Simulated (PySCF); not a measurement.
CHN, charge +1, doublet, geometry from GFN2-xTB (a state made from the parent by changing its charge; the spin is typed, not shown lowest), atoms displaced at random by about 0.1 Å a coordinate; B3LYP/STO-3G (PySCF).

PySCF was given this input:
```python
from pyscf import gto, scf, dft
from pyscf.geomopt import geometric_solver

mol = gto.Mole()
mol.atom = '''
    C     0.090025   -0.123081   -0.546649
    N    -0.067995   -0.008221    0.613057
    H    -0.194997    0.010344   -1.434701
'''
mol.basis = 'sto-3g'
mol.charge = 1
mol.spin = 1
mol.verbose = 3
mol.build()

def method(m):
    mf = dft.UKS(m)
    mf.xc = 'b3lyp'
    return mf

conv, mol_eq = geometric_solver.kernel(method(mol), maxsteps=100, coordsys='dlc')
print('optimisation converged:', conv)
print(mol_eq.tostring(format='xyz'))
mf = method(mol_eq)
mf.kernel()
```

It wrote (shortened):

```
Custom engine selected.
Bonds will be generated from interatomic distances less than 1.20 times sum of covalent radii
3 internal coordinates being used (instead of 9 Cartesians)
Internal coordinate system (atoms numbered from 1):
Distance 1-2
Distance 1-3
Angle 2-1-3
<class 'geometric.internal.Distance'> : 2
<class 'geometric.internal.Angle'> : 1
> ===== Optimization Info: ====
> Job type: Energy minimization
> Maximum number of optimization cycles: 100
> Initial / maximum trust radius (Angstrom): 0.100 / 0.300
> Convergence Criteria:
> Will converge when all 5 criteria are reached:
>  |Delta-E| < 1.00e-06
>  RMS-Grad  < 3.00e-04
>  Max-Grad  < 4.50e-04
>  RMS-Disp  < 1.20e-03
>  Max-Disp  < 1.80e-03
> === End Optimization Info ===

Geometry optimization cycle 1
Cartesian coordinates (Angstrom)
 Atom        New coordinates             dX        dY        dZ
   C   0.090025  -0.123081  -0.546649    0.000000  0.000000  0.000000
   N  -0.067995  -0.008221   0.613057    0.000000  0.000000  0.000000
   H  -0.194997   0.010344  -1.434701    0.000000  0.000000  0.000000

WARN: Mole.unit (angstrom) is changed to Bohr

converged SCF energy = -91.6958195088261  <S^2> = 0.75701548  2S+1 = 2.0070032
--------------- UKS_Scanner gradients ---------------
         x                y                z
0 C    -0.0777049082     0.0408786471    -0.0600881054
1 N     0.0149271797    -0.0122958093    -0.1677536424
2 H     0.0627722832    -0.0285862261     0.2278398902
----------------------------------------------
cycle 1: E = -91.6958195088  dE = -91.6958  norm(grad) = 0.31065
Step    0 : Gradient = 1.794e-01/2.381e-01 (rms/max) Energy = -91.6958195088
Hessian Eigenvalues: 1.60000e-01 5.94932e-01 1.17844e+00

Geometry optimization cycle 2
Cartesian coordinates (Angstrom)
 Atom        New coordinates             dX        dY        dZ
   C   0.090652  -0.122608  -0.513740    0.000627  0.000473  0.032909
   N  -0.057352  -0.011524   0.714056    0.010643 -0.003303  0.100999
   H  -0.206267   0.013175  -1.568608   -0.011270  0.002831 -0.133907
converged SCF energy = -91.748065585691  <S^2> = 0.76050017  2S+1 = 2.0104728
--------------- UKS_Scanner gradients ---------------
         x                y                z
0 C    -0.0091621759     0.0059654418     0.0392635252
1 N     0.0047559280    -0.0043344527    -0.0700996308
2 H     0.0043935822    -0.0016320133     0.0308412793
----------------------------------------------
cycle 2: E = -91.7480655857  dE = -0.0522461  norm(grad) = 0.0871187
Step    1 : Displace = 9.912e-02/1.344e-01 (rms/max) Trust = 1.000e-01 (=) Grad = 5.030e-02/7.039e-02 (rms/max) E (change) = -91.7480655857 (-5.225e-02) Quality = 0.906
Hessian Eigenvalues: 1.60110e-01 6.86828e-01 1.04332e+00

Geometry optimization cycle 3
Cartesian coordinates (Angstrom)
 Atom        New coordinates             dX        dY        dZ
   C   0.073549  -0.113339  -0.515981   -0.017103  0.009270 -0.002241
   N  -0.047042  -0.016122   0.755409    0.010310 -0.004598  0.041353
   H  -0.199474   0.008503  -1.607721    0.006793 -0.004672 -0.039113
converged SCF energy = -91.7528659232167  <S^2> = 0.75864614  2S+1 = 2.0086275
--------------- UKS_Scanner gradients ---------------
         x                y                z
0 C     0.0026384288    -0.0012778000     0.0065538418
1 N    -0.0015728611     0.0004273417    -0.0171381629
2 H    -0.0010702730     0.0008458152     0.0105926906
----------------------------------------------
cycle 3: E = -91.7528659232  dE = -0.00480034  norm(grad) = 0.0214939
Step    2 : Displace = 3.568e-02/4.287e-02 (rms/max) Trust = 1.414e-01 (+) Grad = 1.241e-02/1.722e-02 (rms/max) E (change) = -91.7528659232 (-4.800e-03) Quality = 1.295
Hessian Eigenvalues: 1.32811e-01 5.96756e-01 9.98271e-01

Geometry optimization cycle 4
Cartesian coordinates (Angstrom)
 Atom        New coordinates             dX        dY        dZ
   C   0.046101  -0.098335  -0.514452   -0.027448  0.015003  0.001529
   N  -0.032708  -0.023372   0.778263    0.014334 -0.007250  0.022854
   H  -0.186360   0.000749  -1.632104    0.013114 -0.007754 -0.024383
converged SCF energy = -91.7538513735916  <S^2> = 0.75617418  2S+1 = 2.0061647
--------------- UKS_Scanner gradients ---------------
         x                y                z
0 C     0.0048338334    -0.0026948960    -0.0023658581
1 N    -0.0023628766     0.0013223981     0.0015611778
2 H    -0.0024626865     0.0013628917     0.0008126033
----------------------------------------------
cycle 4: E = -91.7538513736  dE = -0.00098545  norm(grad) = 0.00738766
Step    3 : Displace = 2.937e-02/3.132e-02 (rms/max) Trust = 2.000e-01 (+) Grad = 4.265e-03/6.019e-03 (rms/max) E (change) = -91.7538513736 (-9.855e-04) Quality = 1.303
Hessian Eigenvalues: 7.19358e-02 6.85994e-01 1.09819e+00

Geometry optimization cycle 5
Cartesian coordinates (Angstrom)
 Atom        New coordinates             dX        dY        dZ
   C   0.017745  -0.082820  -0.512254   -0.028356  0.015515  0.002197
   N  -0.018673  -0.030763   0.788820    0.014035 -0.007391  0.010557
   H  -0.172039  -0.007375  -1.644859    0.014321 -0.008124 -0.012754
converged SCF energy = -91.7542160417414  <S^2> = 0.75419741  2S+1 = 2.004193
--------------- UKS_Scanner gradients ---------------
         x                y                z
0 C     0.0037116591    -0.0020880095    -0.0025834926
1 N    -0.0015714156     0.0009886301     0.0055337970
2 H    -0.0021314904     0.0010891620    -0.0029516346
----------------------------------------------
cycle 5: E = -91.7542160417  dE = -0.000364668  norm(grad) = 0.00856282
Step    4 : Displace = 2.481e-02/3.240e-02 (rms/max) Trust = 2.828e-01 (+) Grad = 4.944e-03/5.837e-03 (rms/max) E (change) = -91.7542160417 (-3.647e-04) Quality = 1.458
Hessian Eigenvalues: 3.44200e-02 7.39135e-01 1.11960e+00

Geometry optimization cycle 6
Cartesian coordinates (Angstrom)
 Atom        New coordinates             dX        dY        dZ
   C  -0.016575  -0.064051  -0.509969   -0.034319  0.018769  0.002285
   N  -0.002219  -0.039616   0.793583    0.016454 -0.008853  0.004763
   H  -0.154173  -0.017290  -1.651907    0.017866 -0.009916 -0.007048
converged SCF energy = -91.7544744236697  <S^2> = 0.75233593  2S+1 = 2.0023346
--------------- UKS_Scanner gradients ---------------
         x                y                z
0 C     0.0017509862    -0.0009654395    -0.0004181220
1 N    -0.0005925821     0.0004152402     0.0040567928
2 H    -0.0011624313     0.0005436088    -0.0036460420
----------------------------------------------
cycle 6: E = -91.7544744237  dE = -0.000258382  norm(grad) = 0.00600786
Step    5 : Displace = 2.813e-02/3.918e-02 (rms/max) Trust = 3.000e-01 (+) Grad = 3.469e-03/4.121e-03 (rms/max) E (change) = -91.7544744237 (-2.584e-04) Quality = 1.393
Hessian Eigenvalues: 2.21732e-02 6.84044e-01 1.06495e+00

Geometry optimization cycle 7
Cartesian coordinates (Angstrom)
 Atom        New coordinates             dX        dY        dZ
   C  -0.042546  -0.049864  -0.508872   -0.025971  0.014187  0.001097
   N   0.009938  -0.046258   0.793051    0.012157 -0.006642 -0.000532
   H  -0.140360  -0.024836  -1.652472    0.013813 -0.007546 -0.000566
converged SCF energy = -91.7545799601996  <S^2> = 0.75146067  2S+1 = 2.0014601
--------------- UKS_Scanner gradients ---------------
         x                y                z
0 C     0.0005781767    -0.0003023229     0.0005317256
1 N    -0.0001740798     0.0001229861     0.0013661573
2 H    -0.0004132183     0.0001782451    -0.0019019641
----------------------------------------------
cycle 7: E = -91.7545799602  dE = -0.000105537  norm(grad) = 0.00253776
Step    6 : Displace = 2.095e-02/2.961e-02 (rms/max) Trust = 3.000e-01 (=) Grad = 1.465e-03/1.954e-03 (rms/max) E (change) = -91.7545799602 (-1.055e-04) Quality = 1.335
Hessian Eigenvalues: 1.59204e-02 6.02800e-01 1.05899e+00

Geometry optimization cycle 8
Cartesian coordinates (Angstrom)
 Atom        New coordinates             dX        dY        dZ
   C  -0.057153  -0.041892  -0.508539   -0.014607  0.007972  0.000333
   N   0.016706  -0.049979   0.791811    0.006768 -0.003721 -0.001241
   H  -0.132521  -0.029088  -1.651565    0.007839 -0.004252  0.000908
converged SCF energy = -91.7546010109038  <S^2> = 0.75126057  2S+1 = 2.0012602
--------------- UKS_Scanner gradients ---------------
         x                y                z
0 C     0.0000925185    -0.0000500587     0.0000103326
1 N    -0.0000287569     0.0000229365     0.0003475389
2 H    -0.0000708892     0.0000297656    -0.0003589513
----------------------------------------------
cycle 8: E = -91.7546010109  dE = -2.10507e-05  norm(grad) = 0.000517751
Step    7 : Displace = 1.181e-02/1.664e-02 (rms/max) Trust = 3.000e-01 (=) Grad = 2.989e-04/3.671e-04 (rms/max) E (change) = -91.7546010109 (-2.105e-05) Quality = 1.179
Hessian Eigenvalues: 1.35914e-02 5.72261e-01 1.05464e+00

Geometry optimization cycle 9
Cartesian coordinates (Angstrom)
 Atom        New coordinates             dX        dY        dZ
   C  -0.060560  -0.040031  -0.508451   -0.003408  0.001860  0.000088
   N   0.018278  -0.050846   0.791406    0.001572 -0.000867 -0.000405
   H  -0.130685  -0.030081  -1.651248    0.001836 -0.000993  0.000317
converged SCF energy = -91.7546018988412  <S^2> = 0.75124952  2S+1 = 2.0012491
--------------- UKS_Scanner gradients ---------------
         x                y                z
0 C     0.0000004063    -0.0000025298    -0.0001031819
1 N    -0.0000041832     0.0000043263     0.0000853157
2 H    -0.0000024392     0.0000017563     0.0000174177
----------------------------------------------
cycle 9: E = -91.7546018988  dE = -8.87937e-07  norm(grad) = 0.000135205
Step    8 : Displace = 2.764e-03/3.883e-03 (rms/max) Trust = 3.000e-01 (=) Grad = 7.806e-05/1.032e-04 (rms/max) E (change) = -91.7546018988 (-8.879e-07) Quality = 1.072
Hessian Eigenvalues: 1.28090e-02 5.71921e-01 1.04113e+00

Geometry optimization cycle 10
Cartesian coordinates (Angstrom)
 Atom        New coordinates             dX        dY        dZ
   C  -0.060833  -0.039882  -0.508424   -0.000273  0.000149  0.000027
   N   0.018404  -0.050916   0.791362    0.000126 -0.000070 -0.000043
   H  -0.130538  -0.030160  -1.651232    0.000147 -0.000080  0.000016
converged SCF energy = -91.7546019074264  <S^2> = 0.75124911  2S+1 = 2.0012487
--------------- UKS_Scanner gradients ---------------
         x                y                z
0 C    -0.0000024373     0.0000003900    -0.0000482431
1 N    -0.0000051203     0.0000033568     0.0000212333
2 H     0.0000014206    -0.0000001208     0.0000266098
----------------------------------------------
cycle 10: E = -91.7546019074  dE = -8.58522e-09  norm(grad) = 5.94302e-05
Step    9 : Displace = 2.222e-04/3.121e-04 (rms/max) Trust = 3.000e-01 (=) Grad = 3.431e-05/4.831e-05 (rms/max) E (change) = -91.7546019074 (-8.585e-09) Quality = 1.133
Hessian Eigenvalues: 1.28090e-02 5.71921e-01 1.04113e+00
Converged! =D

optimisation converged: True
3
XYZ from PySCF
C          -0.06083276       -0.03988211       -0.50842357
N           0.01840382       -0.05091564        0.79136246
H          -0.13053806       -0.03016024       -1.65123189

converged SCF energy = -91.7546019666706  <S^2> = 0.75124908  2S+1 = 2.0012487
```
